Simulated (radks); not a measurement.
The caesium anion Cs-, [Xe] 6s2, held by a Watson sphere: a shell of charge +1 at radius R that stands for the Madelung well of a crystal (potential energy -1/R inside, -1/r outside, in hartree with lengths in bohr). Method: scalar-relativistic Kohn-Sham, r2SCAN, spin-polarised, spherical densities, finite nucleus; meta-GGA in the generalised Kohn-Sham scheme; Fermi nuclear charge, rms radius of each element as measured or else 0.836 A^(1/3) + 0.57 fm; computed with a radial shooting solver on a logarithmic mesh with Libxc functionals.

R (bohr)  e(5s) (eV)  e(5p) (eV)  e(6s) (eV)  <r> 6s (bohr)  sum of <r^2> (bohr^2)  X-ray form factor at sin(theta)/lambda = 0.1 1/angstrom
3.65         -28.817     -15.302      -3.133          5.128                  111.1                                                   50.699
4.52         -27.964     -14.433      -2.985          5.379                  116.8                                                   50.638
4.97         -27.687     -14.145      -2.887          5.530                  120.4                                                   50.613
5.94         -27.299     -13.741      -2.659          5.861                  128.7                                                   50.575

Estimate the row for R = 4.25 bohr.

Answer. e(5s) (eV) -28.176; e(5p) (eV) -14.651; e(6s) (eV) -3.039; <r> 6s (bohr) 5.293; sum of <r^2> (bohr^2) 114.9; X-ray form factor at sin(theta)/lambda = 0.1 1/angstrom 50.655.
